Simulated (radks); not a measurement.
Initial-state core-level shifts of neutral bromine when its valence configuration changes from [Ar] 3d10 4s2 4p5. All-electron calculation, Dirac Kohn-Sham, LDA (Slater exchange, Perdew-Wang correlation), spin-unpolarised, spherical densities, finite nucleus; open shells fill j = l - 1/2 first; Fermi nuclear charge, rms radius 4.1629 fm. Program: a radial shooting solver on a logarithmic mesh with Libxc functionals. Shifts are changes of the shell-averaged eigenvalues in eV (positive: less bound); the change of the density at the nucleus, which sets a Mossbauer isomer shift, is in e/bohr^3, on a base of 4.415e+04.

| valence | 1s | 2s | 3s | 3p | density at nucleus |
|---|---|---|---|---|---|
| 3d9.5 4s2 4p5.5 | -7.455 | -8.290 | -6.338 | -6.230 | +9.124 |
| 3d9 4s2 4p6 | -15.125 | -16.834 | -12.755 | -12.542 | +18.546 |
| 3d10 4s1 4p6 | -1.642 | -1.605 | -1.613 | -1.603 | -35.364 |
| 3d9.5 4s1.5 4p6 | -8.257 | -9.076 | -7.125 | -7.012 | -9.425 |
| 3d10 4s1.5 4p5.5 | -0.831 | -0.811 | -0.815 | -0.810 | -17.469 |
